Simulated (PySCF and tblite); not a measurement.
Values are calculated unless marked as measured or tabulated.
B2BrH8P3, numbered as in [PH2:1][B@H-:2]1[PH2+:3][B@@H-:4]([Br:5])[PH2+:6]1.

Level: PBE0-D3(BJ)/pcSseg-1//GFN2-xTB, thermal terms from GFN2-xTB, symmetry numbers and mirror pairs counted. Conformers within 2.5 kcal/mol (GFN2-xTB free energy) were kept, 4 at most. Codes: tblite and PySCF.

Rotational constants are equilibrium values for the commonest isotopes; dipoles come from the energy level named.

Torsions listed: H1–P1–B2–P3. The 4-ring runs over atoms 2–3–4–6. Of a mirror pair one member is shown.

```json
{"conformer": "1", "shape": "4-ring flat; -157°", "symmetry": "C1 (pair)", "weight %": "77.4"}
{"conformer": "2", "shape": "4-ring puckered (ring torsions -21, 21, -21, 21°); 86°", "symmetry": "Cs", "weight %": "22.6"}
```

Sets of constants, in random order:

```json
{"set": "P", "A (MHz)": "1631", "B (MHz)": "713", "C (MHz)": "684", "abs μa (D)": "0.78", "abs μb (D)": "2.56", "abs μc (D)": "0.49"}
{"set": "Q", "A (MHz)": "2693", "B (MHz)": "518", "C (MHz)": "481", "abs μa (D)": "1.31", "abs μb (D)": "0.01", "abs μc (D)": "1.22"}
```

Match each set to its conformer.

P is conformer 1, Q is conformer 2.

GFN2-xTB leaves a saturated small ring flat here that puckers in reality.


Conformer gaps in pcSseg-1 on xTB geometries can be 2 kcal/mol off for S=O, P=O and other polar bonds.